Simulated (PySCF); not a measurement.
**Germanium: a sound run and one with changed settings**

Sound run: Ge⁺ [Ar] 3d10 4s2 4p1, Ge²⁺ [Ar] 3d10 4s2. Computed with PySCF 2.14 in cc-pVTZ-PP with ECP10MDF (5s4p3d1f, 39 functions), with scalar relativity through the core potential. The sound run starts from symmetry-adapted Hartree-Fock orbitals and uses a fine grid where one is needed.

Changed run: radial step 0.3 in ln r (0.13 in the sound run). This setting is unsound on purpose.

```csv
species,method,sound run (hartree),changed run (hartree),converged
Ge⁺,UHF,-293.08057,-293.08057,yes
Ge⁺,PBE,-294.23893,-294.23909,yes
Ge⁺,BP86,-294.37461,-294.37486,yes
Ge²⁺,UHF,-292.52030,-292.52030,yes
Ge²⁺,PBE,-293.66237,-293.66244,yes
Ge²⁺,BP86,-293.79294,-293.79317,yes
```

Ionisation energy of Ge⁺:

| method | sound run (eV) | changed run (eV) |
| --- | --- | --- |
| UHF | 15.246 | 15.246 |
| PBE | 15.689 | 15.692 |
| BP86 | 15.828 | 15.829 |

A coarse radial grid mis-integrates the density and the exchange-correlation energy, with errors of either sign; Hartree-Fock needs no grid.

For comparison, NIST gives 15.935 eV between the lowest levels.
